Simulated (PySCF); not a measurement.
# Gas-phase XPS of cyclo-(F2GeO)3, computed

Species: cyclo-(F2GeO)3.
Bonds: Ge1–F2, Ge1–F3, Ge1–O4, Ge1–O12, O4–Ge5, Ge5–F6, Ge5–F7, Ge5–O8, O8–Ge9, Ge9–F10, Ge9–F11, Ge9–O12.

Method used: delta-SCF UKS SCAN, pcX-2 on the ionised atom, pcseg-1 elsewhere, spin-free X2C in PySCF 2.14.0. Each binding energy is the total energy of the core-ionised species, with the hole localised on one atom, minus that of the ground state; both are solved self-consistently, so orbital relaxation is included.

Task: List the computed XPS lines with their assignment.

Result: 
| atom(s) | bonded to | level | binding energy (eV) | count |
| --- | --- | --- | --- | --- |
| F2 (×6) | Ge | F 1s | 693.28 | 6 |
| O4/O8/O12 | 2 Ge | O 1s | 539.79 | 3 |

Task: Which photon energy gives electrons from O 1s of O4/O8/O12 a kinetic energy of 150 eV, and what is their de Broglie wavelength?

Result: hν = 539.79 + 150 = 689.79 eV, recoil neglected; λ = 12.264 Å/√(E/eV) = 1.00 Å.

One atom of each set of topologically equivalent atoms was ionised and stands for the set; in this conformer not all members are related by symmetry, and their own values weren't computed. No level of germanium is listed. Isolated species at its PBE0-D3(BJ)/def2-SVP geometry (one conformer only).
